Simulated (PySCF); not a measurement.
**Bond curve of EuBr**

Set-up: PySCF, spin-free X2C with a Gaussian nucleus, basis sets Eu ANO-RCC-VTZP, Br ANO-RCC-VTZP. Energies in eV from Eu (4f7 6s2) + Br in their ground configurations at the same level. All curves are PBE0. state 1: nonet, about 7.0 electrons in the 4f shell (Mulliken); state 2: Ms = 3 determinant of mixed spin, about 7.0 electrons in the 4f shell (Mulliken), a second solution, started from another occupation.

```csv
R (Å),state 1,state 2
2.337,-3.167,-2.920
2.446,-3.650,-3.401
2.555,-3.911,-3.660
2.636,-4.001,-3.750
2.718,-4.026,-3.774
2.800,-4.002,-3.750
2.908,-3.915,-3.662
3.044,-3.750,-3.496
3.207,-3.507,-3.251
3.425,-3.154,-2.897
```

Put a parabola through the three lowest points of the state 1 curve and estimate Re, k and ωe (reduced mass 52.05 u; 1 eV/Å² = 0.16022 mdyn/Å; ωe = 1302.8·√(k/μ) cm⁻¹).

Through R = 2.636, 2.718, 2.8 Å the second-order coefficient is 3.64 eV/Å², so Re ≈ 2.719 Å, k ≈ 1.17 mdyn/Å and ωe ≈ 195 cm⁻¹. A polynomial fit of higher order to the unrounded PBE0 energies gives Re = 2.715 Å, k = 1.19 mdyn/Å, ωe = 197 cm⁻¹; anharmonicity and rounding make the difference.

The higher-order fit for each curve: state 1: Re = 2.715 Å, ωe = 197 cm⁻¹, De = 4.03 eV; state 2: Re = 2.714 Å, ωe = 197 cm⁻¹, minimum 3.77 eV below the ground-state fragments.

Spin–orbit coupling is left out, which matters for elements this heavy, above all for dissociation energies. The state is the lowest single determinant that the PBE0 search found; with open d or f shells the true ground state can be another one.
